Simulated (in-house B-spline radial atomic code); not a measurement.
Whole-atom quantities along the 67-electron series, configuration [Kr] 4d10 4f14 5s2 5p5. Breit and QED terms are first order and not part of the total energy; the density at the nucleus is averaged over the nuclear charge. Computed with a B-spline radial code for spherical atoms: Dirac-Hartree-Fock, average of the configuration, finite nuclei.

```csv
ion,Z,E/Z² (Eh),Σ<r²> (bohr²),n(0)/Z³ (bohr⁻³),Lamb diamagnetic shielding (ppm),repulsion over attraction,Breit energy (eV),self-energy (eV),vacuum polarisation (eV),Dirac less non-relativistic energy (Eh)
Re8+,75,-2.9674,20.38,3.3577,9814,0.14251,480.62,401.4,-73.393,-923.19
Os9+,76,?,?,?,?,?,?,?,?,?
Ir10+,77,-3.0056,17.777,3.6364,10214.6,0.13979,526.97,444.67,-83.689,-1040.77
Pt11+,78,-3.0245,16.686,3.7852,10417.9,0.13841,551.37,467.76,-89.319,-1104.02
Au12+,79,-3.0434,15.705,3.9459,10623.3,0.13701,576.6,491.87,-95.307,-1170.43
Hg13+,80,?,?,?,?,?,?,?,?,?
Tl14+,81,-3.0809,14.012,4.2888,11041,0.1342,629.67,543.34,-108.42,-1313.17
Pb15+,82,-3.0996,13.276,4.4726,11253.5,0.13279,657.55,570.81,-115.59,-1389.79
```

Q: Fill in the row of Os9+.

A: E/Z² (Eh): -2.9865; Σ<r²> (bohr²): 18.999; n(0)/Z³ (bohr⁻³): 3.4872; Lamb diamagnetic shielding (ppm): 10013.3; repulsion over attraction: 0.14116; Breit energy (eV): 503.4; self-energy (eV): 422.57; vacuum polarisation (eV): -78.377; Dirac less non-relativistic energy (Eh): -980.51.

Q: Fill in the row of Hg13+.

A: E/Z² (Eh): -3.0622; Σ<r²> (bohr²): 14.818; n(0)/Z³ (bohr⁻³): 4.1102; Lamb diamagnetic shielding (ppm): 10831; repulsion over attraction: 0.13561; Breit energy (eV): 602.69; self-energy (eV): 517.05; vacuum polarisation (eV): -101.66; Dirac less non-relativistic energy (Eh): -1240.08.

Q: With what power of Z does the column «Σ<r²> (bohr²)» change over this range?

A: A fit of the logarithm of its size against log Z from Z = 75 to 82 has slope -4.79. Unscreened non-relativistic hydrogenic orbitals would give -2.
